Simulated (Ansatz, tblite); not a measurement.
Isomers of Cs₃I₂ (doublet), found by a short tight-binding search and relaxed with PBE-D4/def2-SVP in Ansatz.

In the def2 sets Cs, I take a core potential; there is no spin–orbit coupling. The xTB rows come from tblite. Correlated methods freeze 8 core orbitals; core or outer-core shells of Cs, I are correlated, in sets that lack core-valence functions.

Other spin states weren't relaxed.

A:

Cartesian coordinates in Å:
```
Cs 0.0516 -2.5575 -3.8253
Cs 2.1332 1.2080 2.1464
Cs -2.2654 0.0951 -0.2116
I 1.3827 -0.7050 -0.8840
I -1.3021 1.9594 2.7746
```

B:

```
atom    x (Å)    y (Å)    z (Å)
 Cs1   0.5876   2.5424   1.1835
 Cs2  -2.6391  -0.5673  -0.9623
 Cs3   2.0525  -1.9800  -0.2222
  I4  -0.5982  -0.8615   2.1551
  I5   0.5971   0.8663  -2.1542
```

C:

```xyz
5

Cs   -2.6108    1.2043   -2.2131
Cs    1.8818    3.0922   -0.2521
Cs    0.4132   -2.4596    1.4210
I     2.8411    0.2027    1.6826
I    -2.5252   -2.0397   -0.6383
```

D:

```xyz
5

Cs   -1.3429   -0.0931    2.3050
Cs   -0.4146    0.5173   -2.5987
Cs    3.6158   -1.4348    0.5382
I     1.4170    1.5775    0.4548
I    -3.2752   -0.5669   -0.6994
```

Task: Estimate their order by electronic energy at PBE-QIDH/def2-TZVP, counted from the lowest.

Result: A (0.00) < B (0.02) < D (0.03) < C (0.15), in eV. Gaps under about 2 kJ/mol are ties within the noise of geometry and basis.

Task: Do the other levels pick the same lowest one?

Result: Not GFN1-xTB, GFN2-xTB, PBE-D4/def2-SVP, PBE-D4/def2-TZVP, r2SCAN-D4/def2-TZVP, r2SCANh-D4/def2-TZVP, PBE0-D4/def2-SVP, PBE0-D4/def2-TZVP, MP2/def2-TZVP. Energies above each level's lowest (eV):

```json
{"level": "GFN1-xTB", "A": "0.62", "B": "0.00", "C": "0.60", "D": "0.41"}
{"level": "GFN2-xTB", "A": "0.22", "B": "0.61", "C": "0.00", "D": "0.35"}
{"level": "HF/def2-SVP", "A": "0.00", "B": "0.26", "C": "0.10", "D": "0.09"}
{"level": "HF/def2-TZVP", "A": "0.00", "B": "0.25", "C": "0.09", "D": "0.07"}
{"level": "PBE-D4/def2-SVP", "A": "0.13", "B": "0.00", "C": "0.31", "D": "0.15"}
{"level": "PBE-D4/def2-TZVP", "A": "0.14", "B": "0.00", "C": "0.31", "D": "0.15"}
{"level": "r2SCAN-D4/def2-TZVP", "A": "0.06", "B": "0.00", "C": "0.22", "D": "0.08"}
{"level": "r2SCANh-D4/def2-TZVP", "A": "0.04", "B": "0.00", "C": "0.20", "D": "0.06"}
{"level": "PBE0-D4/def2-SVP", "A": "0.05", "B": "0.00", "C": "0.22", "D": "0.09"}
{"level": "PBE0-D4/def2-TZVP", "A": "0.06", "B": "0.00", "C": "0.21", "D": "0.08"}
{"level": "ωB97X-V/def2-TZVP", "A": "0.00", "B": "0.09", "C": "0.16", "D": "0.04"}
{"level": "PBE-QIDH/def2-TZVP", "A": "0.00", "B": "0.02", "C": "0.15", "D": "0.03"}
{"level": "MP2/def2-SVP", "A": "0.00", "B": "0.02", "C": "0.18", "D": "0.03"}
{"level": "MP2/def2-TZVP", "A": "0.02", "B": "0.00", "C": "0.21", "D": "0.04"}
{"level": "CCSD/def2-SVP", "A": "0.00", "B": "0.04", "C": "0.18", "D": "0.03"}
{"level": "CCSD(T)/def2-SVP", "A": "0.00", "B": "0.02", "C": "0.18", "D": "0.03"}
```
Point groups (tolerance 0.1 Å): A Cs, B D3h, C C2v, D not assigned. Lower isomers may exist.
